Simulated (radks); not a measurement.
Results of a calculation; reference values are marked as such.
Problem. These are the eigenvalues of the occupied orbitals of an atom or ion with whole-number occupations (eV). Level of theory: scalar-relativistic Kohn-Sham, r2SCAN, spin-unpolarised, spherical densities, finite nucleus; meta-GGA in the generalised Kohn-Sham scheme; Fermi nuclear charge, rms radius of each element as measured or else 0.836 A^(1/3) + 0.57 fm (a radial shooting solver on a logarithmic mesh with Libxc functionals).

1s: -455.4852
2s: -68.5214

Which element is it, and in what charge state? The configuration may be excited.

Solution. Z = 7, nitrogen, charge +3: N3+ in [He] 2s2. The 1s level, -16.739 hartree, gives Z - s = 5.8 by -(Z - s)^2/2, which with screening and relativity narrows Z to a few neighbours, and the depths must fix Z and the occupations together.
